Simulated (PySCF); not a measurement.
BHFBr, SMILES FBBr.

Coordinates come from a B3LYP-D3(BJ)/def2-TZVP optimisation.

Vertical ionisation energy (IE) and electron affinity (EA) in eV. Rows of orbital energies are one-electron estimates. Where ΔSCF, EOM or ADC give a negative EA the extra electron is unbound and the value depends on the basis.

```json
[
 {"level": "−ε(HOMO), −ε(LUMO), HF/def2-TZVPD (PySCF)", "IE": "11.78", "EA": "-1.18"},
 {"level": "ADC(2)/aug-cc-pVDZ (PySCF)", "IE": "…", "EA": "…"}
]
```

### Question
Fill in the missing entries. (An estimate is asked for; the answer gives what the named calculation found.)

### Answer

- ADC(2)/aug-cc-pVDZ (PySCF), IE: 11.02
- ADC(2)/aug-cc-pVDZ (PySCF), EA: -0.64

### Question
Beyond the first one, list the lowest photoelectron lines from PySCF 2.14.0 with ADC(2)/aug-cc-pVDZ with their pole strengths (two spins summed). (Estimate from the structure and the level; the computed values follow.)

### Answer
11.48 eV (1.85), 12.44 eV (1.81), 15.57 eV (1.78), 15.70 eV (1.74), 16.59 eV (1.77).
